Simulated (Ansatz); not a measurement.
Job for Ansatz (a program for electronic structure): R-r2SCAN/def2-TZVPP on AsF2H2In (SMILES [F][In]([F])[AsH2]), a point of a torsion scan. Elements past Kr take the def2 small-core potentials; no spin–orbit coupling.

Ansatz 0.2 input:
```yaml
crystal:
  periodic: [false, false, false]
  atoms:
    - {symbol: F, position_ang: [-2.47873844, -1.52155519, 0.16338484]}
    - {symbol: In, position_ang: [-0.99920474, -0.17556214, 0.00854906]}
    - {symbol: F, position_ang: [-1.55713699, 1.72879504, -0.33624965]}
    - {symbol: As, position_ang: [1.55717793, -0.63062210, 0.18746374]}
    - {symbol: H, position_ang: [1.75727791, 0.52638809, -0.75045933]}
    - {symbol: H, position_ang: [1.58378954, 0.33203396, 1.34637004]}
basis:
  gaussian:
    orbitals: def2-TZVPP
hamiltonian:
  xc: {name: r2SCAN}
scf: {lower_state_search: off}
```

The head of its log:

```
WARN ansatz: RAYON_NUM_THREADS=1 ignored (pool sized by the plan → 1); use --threads N
Functional definition: r2SCAN
these checks for a lower state are left out or cut short: stability, starts, cluster_reference, orbital_swaps, neighbouring_geometries, increment
integrals: 0.11 GiB planned
1191 factors; their error is unknown
mean field: 0.69 GiB planned
mean field evaluation 1: about -71479.0310 eV, gradient 6.4e1 eV
mean field evaluation 2: about -71393.8359 eV, gradient 2.2e2 eV
```

### Question
Predict the final total energy.

### Answer
-2627.0493 hartree.
